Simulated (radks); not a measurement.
Values are calculated unless marked as measured or tabulated.
All-electron atom: Pd3+ in [Kr] 4d7. Level of theory: scalar-relativistic Kohn-Sham, PBE, spin-polarised, spherical densities, point nucleus; open shells are filled with parallel spins first (spin-orbit coupling, left out, can overturn this in heavy ions) (a radial shooting solver on a logarithmic mesh with Libxc functionals).

Local quantities along the radius. ELF = 1/(1 + alpha^2) is the electron localisation function; alpha = (tau - tau_W)/tau_unif compares the Pauli kinetic energy density with that of the uniform gas (summed over spins); s = |grad rho|/(2 (3 pi^2)^(1/3) rho^(4/3)) is the reduced gradient; r v_xc is r times the local exchange-correlation potential of spin up (hartree bohr); -r V(r) is the screened charge that the Kohn-Sham potential of spin up presents (atomic units). tau is taken from the large components.

r (bohr)    ELF    alpha       s   r v_xc  -r V(r)
0.001845  0.999  0.02273  0.5851  -0.1189    45.63
0.002403  0.999  0.02372  0.5446  -0.1379    45.51
0.003129  0.999  0.02550  0.5175  -0.1625    45.34
0.004074  0.999  0.02841  0.5021  -0.1931    45.13
0.005305  0.999  0.03308  0.4974  -0.2303    44.85
0.006908  0.998  0.04064  0.5033  -0.2740    44.50
0.008995  0.997  0.05338  0.5207  -0.3236    44.04
0.01171   0.994  0.07622  0.5511  -0.3769    43.46
0.01525   0.986   0.1206  0.5965  -0.4299    42.73
0.02002   0.954   0.2190  0.6583  -0.4781    41.79
0.02607   0.839   0.4377  0.7190  -0.5123    40.66
0.03394   0.555   0.8947  0.7248  -0.5324    39.29
0.0442    0.328    1.432  0.5779  -0.5472    37.64
0.05755   0.372    1.298  0.3508  -0.6126    35.71
0.07494   0.618   0.7856  0.2880  -0.7515    33.52
0.09758   0.761   0.5605  0.3813  -0.8632    30.98
0.1271    0.669   0.7036  0.5180  -0.8953    28.13
0.1654    0.359    1.336  0.5103  -0.8623    25.01
0.2154    0.362    1.327  0.2551  -0.9351    21.77
0.2805    0.676   0.6920  0.2520   -1.141    18.53
0.3653    0.771   0.5455  0.4627   -1.202    15.39
0.4756    0.507   0.9858  0.7395   -1.052    12.53
0.6193    0.183    2.111  0.5319  -0.8677    9.955
0.8064    0.574   0.8623  0.2468   -1.124    7.961
1.05      0.770   0.5469  0.4611   -1.243    6.208
1.367     0.640   0.7505  0.7825   -1.149    4.928
1.78      0.334    1.412   1.278  -0.9101    4.141
2.318     0.092    3.139   2.244  -0.6416    3.689
3.019     0.013    8.708   4.682  -0.5012    3.507
3.931     0.001    37.12   12.70  -0.3044    3.305

On this mesh the ELF has minima near r = 0.050, 0.19, 0.62 bohr, which separate the shells, and maxima near 0.098 (0.76), 0.37 (0.77), 1.1 (0.77).
